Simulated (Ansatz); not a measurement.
A structure relaxed at PBE-D4/def2-SVP in Ansatz, charge 0, singlet:

```tsv
atom	x (Å)	y (Å)	z (Å)
Al1	0.2190	-1.0178	0.7875
P2	-2.4047	0.5750	-2.5336
Si3	0.8225	0.9042	-0.6637
Si4	-2.2769	2.9197	0.3648
Si5	4.3543	-2.2636	1.4352
Si6	1.3126	-0.4568	2.9129
Si7	-2.2431	-0.8890	0.9197
Si8	1.0687	-2.9748	-0.4267
Si9	-0.1131	0.6796	-2.8032
Si10	3.3838	-2.6179	-0.6861
Si11	-3.2130	2.5836	-1.7652
Si12	0.0625	3.0048	0.0803
Si13	-3.0778	1.1637	1.7193
Si14	3.6051	-0.2508	2.4116
Si15	-3.1922	-1.1451	-1.2116
H16	2.2814	1.0935	-1.0222
H17	-2.8439	4.2525	0.7967
H18	5.8611	-2.2726	1.3286
H19	3.9632	-3.4096	2.3380
H20	0.8270	0.8521	3.5024
H21	1.1769	-1.5000	3.9993
H22	-2.9836	0.4048	-3.8305
H23	-2.9798	-1.9708	1.6833
H24	0.4560	-3.1392	-1.8048
H25	0.8895	-4.3006	0.2785
H26	-0.0158	1.8033	-3.8075
H27	0.1681	-0.6157	-3.5170
H28	3.6072	-1.3764	-1.5183
H29	4.0953	-3.7530	-1.3855
H30	-2.8006	3.5642	-2.8308
H31	-4.7074	2.4029	-1.8041
H32	0.3517	4.1567	-0.8531
H33	0.6631	3.3244	1.4256
H34	-2.5700	1.4039	3.1191
H35	-4.5853	1.2643	1.7381
H36	3.7987	0.8590	1.4044
H37	4.4639	0.0799	3.6100
H38	-2.7442	-2.3579	-1.9837
H39	-4.6804	-0.9804	-1.4074
```

Problem. Give its formula.

Solution. AlSi₁₃PH₂₄, a doped nanocrystal cut from the lattice of silicon (Al and P 4.5 A apart).

Problem. Summarise the bond lengths by kind (pairs closer than 1.2 times the sum of covalent radii, bridged metal pairs left out).

Solution. 11 × Si–Si 2.35 to 2.36 Å; 4 × Al–Si 2.45 to 2.48 Å; 3 × P–Si 2.30 to 2.31 Å; 23 × H–Si 1.51 to 1.52 Å; 1 × H–P 1.43 Å.

Another isomer (singlet) lies 0.59 eV lower at PBE0-D4/def2-TZVP; other spin states weren't run for this one.
